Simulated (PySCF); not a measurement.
PySCF was given this input:
```python
from pyscf import gto, scf, dft

mol = gto.M(
    atom='''
N    -0.000000   -0.000000   -0.534148
N     0.000000    0.000000    0.534148
''',
    basis='aug-cc-pvdz',
    charge=1,
    spin=1,
    verbose=4,
)

mf = dft.UKS(mol)
mf.xc = 'tpss'
mf.kernel()
```

Task: What does this run give for the total energy, Mulliken (on the basis functions themselves) charges in atom order, HOMO energy, number of basis functions?

Result: 
```
Property                                                                      Result
------------------------------------------------------------------  ----------------
total energy                                                            -108.9880 Eh
Mulliken (on the basis functions themselves) charges in atom order  N1 0.50, N2 0.50
HOMO energy                                                                -22.92 eV
number of basis functions                                                         46
```

These values belong to the state on which the SCF converged, which isn't shown to be the lowest.
